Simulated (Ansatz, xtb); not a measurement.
## Isomers of GeH8NSi+ in order of energy

3 gas-phase structures of GeH8NSi+, found in a search over its isomers (lower ones may exist). Each was relaxed with GFN2-xTB:

A. `[NH3+][GeH2][SiH3]`, a singlet
B. `[SiH3][NH2+][GeH3]`, a singlet
C. `[NH3+][SiH2][GeH3]`, a singlet

Q: Which do you expect lowest at r2SCAN-D4/def2-SVP, and how would the others follow?

A: Calculated order at r2SCAN-D4/def2-SVP: C (0.0), B (0.3), A (1.7) kcal/mol. Less than 1 kcal/mol parts C and B, so the order within that pair means little. CCSD(T)/def2-TZVP after further relaxation puts B lowest instead.

Energies above the lowest of each column, in kcal/mol; the last columns are at PBE0-D3(BJ)/def2-SVP geometries:

```tsv
structure	GFN2-xTB	HF/STO-3G	r2SCAN-D4/def2-SVP	PBE0-D3(BJ)/def2-SVP	CCSD(T)/def2-TZVP
C	9.8	7.8	0.0	0.0	1.9
B	0.0	0.0	0.3	2.6	0.0
A	5.8	20.2	1.7	1.1	2.1
```

CCSD(T)/def2-TZVP puts B lowest; r2SCAN-D4/def2-SVP picks C, PBE0-D3(BJ)/def2-SVP picks C. CCSD(T)/def2-TZVP orders those it was run on as B (0.0), C (1.9), A (2.1) kcal/mol. Less than 1 kcal/mol parts C and A, so the order within that pair means little.

Programs: Ansatz 0.2.0, xtb 6.7.1.
